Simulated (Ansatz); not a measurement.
TeF₄ was relaxed with B3LYP-D4 (def2-SVP) in Ansatz in these states: charge +1 doublet, neutral singlet. The geometries follow in no particular order.

In the def2 sets Te takes a core potential; there is no spin–orbit coupling.

A:

Cartesian coordinates in Å:
```
Te 0.192 -0.240 0.497
F -1.670 -0.802 0.667
F 1.898 0.517 -0.077
F -0.517 1.494 0.169
F 0.096 -0.969 -1.257
```

B:

```xyz
5

Te   -0.085    0.059    0.346
F     1.343   -0.939    1.197
F    -1.663    1.159    0.100
F    -0.607   -1.300   -0.824
F     1.012    1.021   -0.819
```

Judge from the bond lengths which geometry belongs to which state (an estimate).

A is the neutral singlet (Te1–F4 1.901 Å, Te1–F5 1.901 Å, Te1–F3 1.953 Å); B is the charge +1 doublet (Te1–F4 1.867 Å, Te1–F5 1.867 Å, Te1–F3 1.939 Å).
